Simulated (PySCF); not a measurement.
PySCF job for C3H3Cl2F, SMILES C1(Cl)(Cl)C[C@H]1F, PBE-D3(BJ)/def2-SVP. The structure is a stationary point at PBE-D3(BJ)/def2-SVP. The structure was generated by enumeration; whether it is a known compound was not checked.

```python
import numpy as np
from pyscf import gto, scf, dft, df
from pyscf.hessian import thermo

mol = gto.M(
    atom='''
    F    -1.95267148   -0.53058803   -1.02853713
    C    -1.38610846   -0.00020394    0.08588482
    C    -0.77371058    1.37929066   -0.00320265
    C     0.11378762    0.16316118    0.13394180
    Cl    1.04171858   -0.36199578   -1.27041698
    Cl    0.92215931   -0.11311749    1.68702356
    H    -1.89113521   -0.31431173    1.01633995
    H    -0.86372578    2.06118855    0.85635750
    H    -0.78083158    1.85185372   -0.99791899
    ''',
    basis='def2-SVP',
    charge=0,
    spin=0,
    max_memory=1600,
    verbose=3,
)
mf = dft.RKS(mol, xc='pbe').density_fit(auxbasis='def2-universal-jkfit')
mf.disp = 'd3bj'
mf.grids.level = 3
mf.conv_tol = 1e-11
mf.max_cycle = 100
mf.kernel()

# [left out here: the lines that compute and print the analytic Hessian (its translational invariance restored by hand, since the grid's response is missing), thermochemistry and intensities]
```

It prints:

```
converged SCF energy = -1135.25461579631

WARN: DFTD3 does not support analytical Hessian, using finite difference


WARN: Mole.unit (angstrom) is changed to Bohr

Mode                                 0                   1                   2
Irrep
Freq [cm^-1]                      160.2627            204.2555            255.2053
Reduced mass [au]                  11.4103              6.9822             10.1003
Force const [Dyne/A]                0.1727              0.1716              0.3876
Char temp [K]                     230.5823            293.8781            367.1836
Normal mode                   x     y     z       x     y     z       x     y     z
       0   F                 0.12  0.02 -0.10   -0.08  0.10 -0.05   -0.03 -0.03 -0.03
       1   C                -0.01 -0.01 -0.02   -0.03 -0.07  0.01   -0.06  0.04 -0.04
       2   C                -0.02 -0.00  0.06   -0.05 -0.07  0.08   -0.05  0.03 -0.05
       3   C                -0.01  0.01  0.04   -0.02 -0.05 -0.02   -0.06  0.03  0.03
       4  Cl                -0.09 -0.03  0.01    0.05 -0.03  0.02    0.01  0.01  0.10
       5  Cl                 0.04  0.03  0.01    0.02  0.05 -0.02    0.07 -0.04 -0.06
       6   H                -0.08 -0.06 -0.07   -0.00 -0.18 -0.01   -0.11  0.12 -0.04
       7   H                -0.05 -0.06  0.10    0.02 -0.11  0.12   -0.12  0.05 -0.08
       8   H                -0.01  0.06  0.09   -0.15 -0.02  0.10    0.05  0.01 -0.07
Mode                                 3                   4                   5
Irrep
Freq [cm^-1]                      312.9986            434.9524            461.1639
Reduced mass [au]                   7.0009              2.2275              5.9674
Force const [Dyne/A]                0.4041              0.2483              0.7477
Char temp [K]                     450.3353            625.7997            663.5122
Normal mode                   x     y     z       x     y     z       x     y     z
       0   F                -0.08 -0.00 -0.05   -0.04 -0.09 -0.01    0.06  0.02  0.02
       1   C                -0.03 -0.01 -0.06   -0.02  0.04 -0.07   -0.03 -0.01  0.07
       2   C                 0.07 -0.06 -0.06    0.09  0.04  0.11    0.10 -0.07 -0.01
       3   C                -0.00 -0.09  0.04   -0.01 -0.02 -0.00   -0.04 -0.12  0.02
       4  Cl                -0.02  0.04 -0.02    0.01 -0.01  0.00   -0.02  0.04  0.04
       5  Cl                 0.05  0.02  0.08   -0.01  0.03 -0.03   -0.04  0.02 -0.07
       6   H                -0.10  0.09 -0.06   -0.04  0.11 -0.06   -0.09  0.02  0.05
       7   H                 0.01 -0.02 -0.10    0.07 -0.21  0.31    0.24  0.01 -0.06
       8   H                 0.22 -0.09 -0.08    0.24  0.35  0.26    0.11 -0.17 -0.06
Mode                                 6                   7                   8
Irrep
Freq [cm^-1]                      544.6078            732.4215            788.9655
Reduced mass [au]                   6.4878              2.4035              1.8868
Force const [Dyne/A]                1.1337              0.7597              0.6920
Char temp [K]                     783.5694           1053.7915           1135.1457
Normal mode                   x     y     z       x     y     z       x     y     z
       0   F                 0.06 -0.00  0.01   -0.02  0.01  0.00    0.03  0.05  0.06
       1   C                -0.14  0.08  0.06    0.04 -0.01 -0.02    0.05  0.03 -0.04
       2   C                -0.05  0.02  0.01   -0.02 -0.02  0.05   -0.08 -0.06 -0.08
       3   C                -0.09 -0.05  0.04    0.04  0.02  0.18    0.02 -0.08 -0.02
       4  Cl                 0.06 -0.02 -0.06    0.01 -0.01 -0.03   -0.01  0.01  0.01
       5  Cl                 0.01 -0.00  0.02   -0.02  0.01 -0.04   -0.00  0.00 -0.00
       6   H                -0.26  0.16  0.02   -0.03  0.08 -0.03   -0.04  0.29  0.00
       7   H                 0.01  0.04  0.01   -0.42  0.12 -0.10   -0.31 -0.42  0.17
       8   H                -0.04  0.01  0.01    0.35 -0.18 -0.03    0.03  0.30  0.09
Mode                                 9                  10                  11
Irrep
Freq [cm^-1]                      904.8049            954.4544            991.4537
Reduced mass [au]                   2.7024              2.7681              1.8324
Force const [Dyne/A]                1.3035              1.4857              1.0613
Char temp [K]                    1301.8128           1373.2473           1426.4812
Normal mode                   x     y     z       x     y     z       x     y     z
       0   F                 0.02  0.01  0.03   -0.01 -0.03 -0.01    0.02  0.01  0.02
       1   C                 0.06  0.02 -0.06   -0.02  0.16 -0.04   -0.07  0.06 -0.01
       2   C                -0.05  0.09  0.04    0.00 -0.06  0.08   -0.09 -0.10  0.02
       3   C                -0.10 -0.14 -0.05    0.12 -0.06 -0.03    0.06  0.06 -0.06
       4  Cl                -0.00  0.00  0.00   -0.01  0.00  0.01   -0.00 -0.00  0.01
       5  Cl                 0.01  0.01  0.01   -0.00  0.00 -0.00    0.00 -0.00  0.00
       6   H                 0.35 -0.21  0.02    0.06  0.06 -0.04    0.15 -0.15  0.04
       7   H                -0.14  0.24 -0.08   -0.19  0.09 -0.06    0.28 -0.01 -0.02
       8   H                 0.22 -0.10 -0.05   -0.41 -0.28 -0.02    0.61 -0.06  0.03
Mode                                12                  13                  14
Irrep
Freq [cm^-1]                     1038.9903           1061.2126           1151.6327
Reduced mass [au]                   1.8996              1.6086              3.6325
Force const [Dyne/A]                1.2082              1.0674              2.8385
Char temp [K]                    1494.8758           1526.8486           1656.9431
Normal mode                   x     y     z       x     y     z       x     y     z
       0   F                -0.02 -0.02 -0.02   -0.00 -0.00  0.00    0.03  0.03  0.09
       1   C                 0.09  0.01 -0.01   -0.05  0.07 -0.02    0.00 -0.02 -0.18
       2   C                -0.13  0.04 -0.00    0.01  0.00 -0.08    0.02 -0.06  0.03
       3   C                 0.05 -0.07  0.08    0.01 -0.02  0.14   -0.08  0.06  0.03
       4  Cl                -0.00  0.00 -0.00    0.00 -0.00 -0.01    0.00 -0.00 -0.00
       5  Cl                -0.00  0.00 -0.01   -0.00  0.00 -0.01    0.00 -0.00  0.00
       6   H                -0.15  0.23 -0.07    0.39 -0.55  0.02   -0.11 -0.02 -0.26
       7   H                 0.62  0.11  0.03    0.13 -0.17  0.07    0.22 -0.02  0.02
       8   H                -0.07  0.03 -0.01   -0.19  0.22  0.02   -0.20 -0.21 -0.04
Mode                                15                  16                  17
Irrep
Freq [cm^-1]                     1219.3223           1327.8331           1406.2454
Reduced mass [au]                   1.5132              1.2222              2.4559
Force const [Dyne/A]                1.3255              1.2696              2.8614
Char temp [K]                    1754.3333           1910.4562           2023.2740
Normal mode                   x     y     z       x     y     z       x     y     z
       0   F                -0.01 -0.01 -0.05    0.02  0.01  0.01    0.02  0.02  0.02
       1   C                 0.05  0.04  0.02   -0.06 -0.06 -0.06   -0.13 -0.09 -0.06
       2   C                 0.01 -0.07  0.01    0.01 -0.05  0.02   -0.01  0.12 -0.00
       3   C                -0.11  0.05  0.03    0.02 -0.01  0.02    0.10 -0.03  0.01
       4  Cl                 0.00 -0.00 -0.01   -0.00  0.00  0.00   -0.00  0.00  0.00
       5  Cl                 0.00 -0.00  0.00   -0.00  0.00 -0.00   -0.00  0.00 -0.00
       6   H                 0.48  0.40  0.36    0.25  0.26  0.23    0.21  0.20  0.23
       7   H                 0.11 -0.19  0.11    0.03  0.45 -0.35    0.03 -0.19  0.25
       8   H                -0.06 -0.20 -0.04   -0.14  0.46  0.25   -0.01 -0.29 -0.20
Mode                                18                  19                  20
Irrep
Freq [cm^-1]                     3070.4097           3088.5691           3176.5397
Reduced mass [au]                   1.0553              1.0920              1.1202
Force const [Dyne/A]                5.8615              6.1372              6.6599
Char temp [K]                    4417.6359           4443.7632           4570.3334
Normal mode                   x     y     z       x     y     z       x     y     z
       0   F                 0.00  0.00  0.00   -0.00 -0.00  0.00   -0.00 -0.00 -0.00
       1   C                 0.00  0.00  0.00    0.04  0.02 -0.07   -0.00 -0.00  0.00
       2   C                 0.01 -0.06  0.01    0.00 -0.00  0.00   -0.00  0.01  0.09
       3   C                -0.00  0.00 -0.00   -0.00  0.00 -0.00    0.00 -0.00  0.00
       4  Cl                -0.00  0.00  0.00   -0.00 -0.00  0.00    0.00 -0.00 -0.00
       5  Cl                -0.00  0.00 -0.00    0.00  0.00  0.00   -0.00  0.00 -0.00
       6   H                 0.02  0.01 -0.04   -0.44 -0.27  0.80    0.01  0.01 -0.02
       7   H                -0.06  0.42  0.55    0.00  0.01  0.01    0.05 -0.41 -0.52
       8   H                -0.00  0.28 -0.62   -0.00  0.02 -0.05   -0.00  0.29 -0.60
temperature 298.1500 [K]
pressure 101325.00 [Pa]
Rotational constants [GHz] 2.86349 1.95616 1.39270
Symmetry number 1
Zero-point energy (ZPE) 0.05305 [Eh]   139283.011 [J/mol]
                           tot       elec      trans        rot        vib
Entropy [J/mol/K]       332.825      0.000    169.352    117.622     45.851
Cv [J/mol/K]             88.032      0.000     12.472     12.472     63.089
Cp [J/mol/K]             96.347      0.000     20.786     12.472     63.089
Internal energy [J/mol]                      3718.434   3718.434 147732.754
Internal energy [Eh]   -1135.19551  -1135.25462
Enthalpy [J/mol]                             6197.391   3718.434 147732.754
Enthalpy [Eh]          -1135.19457
Gibbs free energy [J/mol]                  -44294.784 -31350.603 134062.325
Gibbs free energy [Eh] -1135.23237
mode   freq/cm-1   IR/(km/mol)
   1      160.26         1.821
   2      204.26         1.474
   3      255.21         2.139
   4      313.00         0.209
   5      434.95         2.390
   6      461.16         4.459
   7      544.61        25.055
   8      732.42        54.103
   9      788.97        11.278
  10      904.80        21.024
  11      954.45         4.767
  12      991.45        16.432
  13     1038.99        44.397
  14     1061.21        33.357
  15     1151.63        48.520
  16     1219.32        18.186
  17     1327.83        10.521
  18     1406.25        49.652
  19     3070.41         0.262
  20     3088.57         5.080
  21     3176.54         1.588
max |gradient| / (hartree/bohr): 9.618183820349509e-05
APT charges: [-0.4566  0.524  -0.1875  0.6163 -0.2905 -0.3217  0.0064  0.0492  0.0604]
```

The run converged.
